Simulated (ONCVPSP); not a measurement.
# u(r) = r·R(r): atom against pseudo-atom (phosphorus (P))

Columns: radius, all-electron u(r) and pseudo u(r) of the 3p shell (level -6.15 eV) of phosphorus in the configuration [Ne] 3s1 3p4; LDA (Perdew-Wang 92), scalar-relativistic, ONCV scheme, ONCVPSP 4.0.1.

| r (bohr) | all-electron | pseudo |
| --- | --- | --- |
| 0.098 | -0.1329 | 0.0056 |
| 0.195 | -0.2692 | 0.0219 |
| 0.292 | -0.3091 | 0.0487 |
| 0.390 | -0.2685 | 0.0854 |
| 0.488 | -0.1787 | 0.1308 |
| 0.585 | -0.0664 | 0.1824 |
| 0.682 | 0.0525 | 0.2389 |
| 0.780 | 0.1692 | 0.2987 |
| 0.878 | 0.2764 | 0.3593 |
| 0.975 | 0.3702 | 0.4183 |
| 1.072 | 0.4505 | 0.4746 |
| 1.170 | 0.5180 | 0.5272 |
| 1.268 | 0.5724 | 0.5739 |
| 1.365 | 0.6143 | 0.6129 |
| 1.463 | 0.6456 | 0.6440 |
| 1.560 | 0.6671 | 0.6661 |
| 1.658 | 0.6803 | 0.6799 |
| 1.755 | 0.6863 | 0.6862 |
| 1.852 | 0.6862 | 0.6861 |
| 1.950 | 0.6809 | 0.6809 |
| 2.047 | 0.6716 | 0.6716 |
| 2.145 | 0.6588 | 0.6588 |
| 2.242 | 0.6434 | 0.6434 |
| 2.340 | 0.6258 | 0.6257 |
| 2.438 | 0.6065 | 0.6065 |
| 2.535 | 0.5863 | 0.5863 |

**Question.** How many radial nodes do the two functions have?

**Answer.** The all-electron 3p function has n − l − 1 = 1; the pseudo-wave has 0, since the states of the same l below it are removed with the core.

**Question.** At about which radius was the pseudo-wave matched?

**Answer.** 1.90 bohr. The columns agree to 0.0005 from 1.66 bohr on; several derivatives are matched, so the curves merge somewhat inside the radius.

**Question.** Where does each function peak?

**Answer.** Outermost all-electron maximum near 1.75 bohr, pseudo maximum near 1.75 bohr (to the table’s step).

**Question.** Is the pseudo-wave norm-conserving?

**Answer.** Yes: the ONCV scheme keeps the norm inside the radius equal to the all-electron one, which fixes the energy derivative of the logarithmic derivative at the level.
